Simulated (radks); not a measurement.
Species: Er2+. Configuration: [Xe] 4f12. Method: scalar-relativistic Kohn-Sham, LDA (Slater exchange, Perdew-Wang correlation), spin-polarised, spherical densities, point nucleus; open shells are filled with parallel spins first (spin-orbit coupling, left out, can overturn this in heavy ions); computed with a radial shooting solver on a logarithmic mesh with Libxc functionals. Some entries of the table are withheld. Estimate them.

orbital,occ.,eigenvalue (eV),<r^2> (bohr^2)
1s down,1,-57339.88,0.0005685
1s up,1,-57339.88,0.0005685
2s up,1,-9645.898,0.008844
2s down,1,-9645.859,0.008844
2p up,3,-8536.328,0.007191
2p down,3,-8536.299,0.007191
3s up,1,-2172.157,0.05815
3s down,1,-2171.285,0.05813
3p up,3,-1834.678,0.05852
3p down,3,-1833.811,0.05849
3d up,5,-1411.423,0.04879
3d down,5,-1410.747,0.04876
4s up,1,-440.1195,0.2919
4s down,1,-438.3613,0.2920
4p up,3,-329.0761,0.3312
4p down,3,-327.3485,0.3314
4d up,5,-180.3479,0.3963
4d down,5,-178.6649,0.3969
5s up,1,-66.9817,1.758
5s down,1,-66.1723,1.772
5p up,3,(1),2.498
5p down,3,(2),2.529
4f up,7,-18.4311,0.8944
4f down,5,-16.9798,0.9418

Answer. 
(1) 5p up eigenvalue (eV): -41.3022
(2) 5p down eigenvalue (eV): -40.7154
